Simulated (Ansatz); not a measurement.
Cartesian coordinates (Å):
SMILES: C#C[C]=O
```xyz
5

C     -1.2852    -0.3019    -0.1504
C     -0.0672     0.0101    -0.3513
C      1.1976    -0.0006    -0.6745
O      2.3438     0.1305    -0.9196
H     -2.1889     0.1620     0.2362
```
Charge 0, spin multiplicity 2.

Calculation: frozen-core CCSD(T)/cc-pVTZ // PBE-D3(BJ)/def2-TZVP (Ansatz, a quantum-chemistry and plane-wave program).

```
Quantity                       Result
----------------------  -------------
HF energy               -188.98737 Ha
MP2 correlation energy    -0.62759 Ha
```

Estimate the CCSD correlation energy, the (T) correction, the total energy and the T1 diagnostic.


```json
{
 "CCSD correlation energy": "-0.65804 Ha",
 "(T) correction": "-0.03781 Ha",
 "CCSD(T) total energy": "-189.68322 Ha",
 "T1 diagnostic": "0.053"
}
```
